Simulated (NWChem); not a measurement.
System: SiH cation, singlet

Input file for NWChem:

```
start job
memory heap 200 mb stack 900 mb global 1100 mb
charge 1
geometry units angstroms noautosym nocenter noautoz
  Si     0.000000     0.000000    -0.112089
  H      0.000000     0.000000     1.413456
end
basis spherical
  Si library 6-311++g**
  H library 6-311++g**
end
dft
  xc b3lyp
  iterations 150
end
cosmo
  do_cosmo_smd true
  solvent water
end
task dft energy
```

Excerpt of the output:

```
             Northwest Computational Chemistry Package (NWChem) 7.3.0
             --------------------------------------------------------

                             Geometry "geometry" -> ""
                             -------------------------

 Output coordinates in angstroms (scale by  1.889725989 to convert to a.u.)

  No.       Tag          Charge          X              Y              Z
 ---- ---------------- ---------- -------------- -------------- --------------
    1 Si                  14.0000     0.00000000     0.00000000    -0.11208900
    2 H                    1.0000     0.00000000     0.00000000     1.41345600

 Effective nuclear repulsion energy (a.u.)       4.8562851217

                                 NWChem DFT Module
                                 -----------------

 Summary of "ao basis" -> "ao basis" (spherical)
 ------------------------------------------------------------------------------
       Tag                 Description            Shells   Functions and Types
 ---------------- ------------------------------  ------  ---------------------
 Si                        6-311++g**               14       30   7s6p1d
 H                         6-311++g**                5        7   4s1p

 in cosmo_initialize ...
 calling solv_data for solv:h2o

 solvent parameters
 solvname_short: h2o
 solvname_long:  water
 dielec:       78.4000
 dielecinf:     1.7769
 aqueous SMD model solvent descriptors
 dielec:       78.4000
 sola:          0.8200

          ---------------
          -cosmo- solvent
          ---------------
 Cosmo: York-Karplus, doi: 10.1021/jp992097l
 dielectric constant -eps-     =  78.40
 screen = (eps-1)/(eps    )    =   0.98724
 surface charge correction     = lagrangian

   van der Waals surface
 --------------------------

 ---------- ATOMIC COORDINATES (A.U.) ------------ VDWR(ANG.) --
     1    0.00000000    0.00000000   -0.21181750     2.470
     2    0.00000000    0.00000000    2.67104454     1.200
 number of segments per atom =        128
 number of   points per atom =        128
 atom (   nspa,  nppa )
 ----------------------
    1 (    124,     0 )       0
    2 (     36,     0 )       0
 number of -cosmo- surface points =      160
 molecular surface =     76.780 angstrom**2
 molecular volume  =     60.478 angstrom**3
 -lineq- algorithm             =   0
 -bem- low  level              =   3
 -bem- from -octahedral-
 gaussian surface charge width =   4.50000
 degree of switching           =   1.00000
 switching function tolerance  =   0.00010
 atomic radii =
 --------------
    1 14.000  2.470
    2  1.000  1.200
 ...... end of -cosmo- initialization ......

[...]

                                COSMO-SMD solvation results
                                ---------------------------

             internal energy in gas <Psi(g)|H|Psi(g)> =      -289.719799350961
         internal energy in solvent <Psi(s)|H|Psi(s)> =      -289.719587269461
                               delta internal energy  =         0.000212081501 (    0.13 kcal/mol)
   total free energy in solvent <Psi(s)|H+V/2|Psi(s)> =      -289.827781998313
 polarization energy contribution <Psi(s)|V/2|Psi(s)> =        -0.108194728852 (  -67.89 kcal/mol)
    total free energy in solvent including G(SMD-CDS) =      -289.826882319294
                       G(SMD-CDS) energy contribution =         0.000899679019 (    0.56 kcal/mol)
     1 M fixed-concentration free energy of solvation =        -0.107082968332 (  -67.20 kcal/mol)

                       DFT Final Molecular Orbital Analysis
                       ------------------------------------

 Vector    5  Occ=2.000000D+00  E=-3.793818D+00
              MO Center= -2.0D-11, -1.8D-11, -1.1D-01, r^2= 1.0D-01
   Bfn.  Coefficient  Atom+Function         Bfn.  Coefficient  Atom+Function
  ----- ------------  ---------------      ----- ------------  ---------------
    12      0.688334  1 Si pz                 9      0.405178  1 Si pz
    15      0.058728  1 Si pz

 Vector    6  Occ=2.000000D+00  E=-5.674793D-01
              MO Center= -4.4D-09, -6.2D-09,  3.9D-01, r^2= 1.4D+00
   Bfn.  Coefficient  Atom+Function         Bfn.  Coefficient  Atom+Function
  ----- ------------  ---------------      ----- ------------  ---------------
     5      0.657176  1 Si s                  4     -0.316956  1 Si s
     6      0.314507  1 Si s                  3     -0.191890  1 Si s
    32      0.184386  2 H  s                 31      0.116216  2 H  s
     2      0.083470  1 Si s                 18      0.079563  1 Si pz
    15      0.059682  1 Si pz                33      0.043042  2 H  s

 Vector    7  Occ=2.000000D+00  E=-3.526633D-01
              MO Center= -6.2D-09, -7.0D-09,  6.5D-02, r^2= 2.1D+00
   Bfn.  Coefficient  Atom+Function         Bfn.  Coefficient  Atom+Function
  ----- ------------  ---------------      ----- ------------  ---------------
    18      0.372728  1 Si pz                 6     -0.346874  1 Si s
     5     -0.334645  1 Si s                 32      0.267409  2 H  s
    33      0.208694  2 H  s                 15      0.197894  1 Si pz
     4      0.161967  1 Si s                 31      0.150231  2 H  s
    12     -0.141049  1 Si pz                 3      0.096894  1 Si s

 Vector    8  Occ=0.000000D+00  E=-1.860628D-01
              MO Center= -3.0D-10,  2.4D-09, -9.7D-02, r^2= 2.2D+00
   Bfn.  Coefficient  Atom+Function         Bfn.  Coefficient  Atom+Function
  ----- ------------  ---------------      ----- ------------  ---------------
    16      0.427090  1 Si px                17     -0.422698  1 Si py
    19      0.203043  1 Si px                20     -0.200955  1 Si py
    13      0.182212  1 Si px                14     -0.180339  1 Si py
    10     -0.130821  1 Si px                11      0.129476  1 Si py
     7     -0.075243  1 Si px                 8      0.074470  1 Si py

[...]
```

Level: B3LYP/6-311++G** (spherical d), SMD on the gas-phase geometry. Low-valent species are run as closed-shell singlets; no triplet was tried in these runs. Geometry: optimised at PBE0/def2-SVP. Solvent: water.
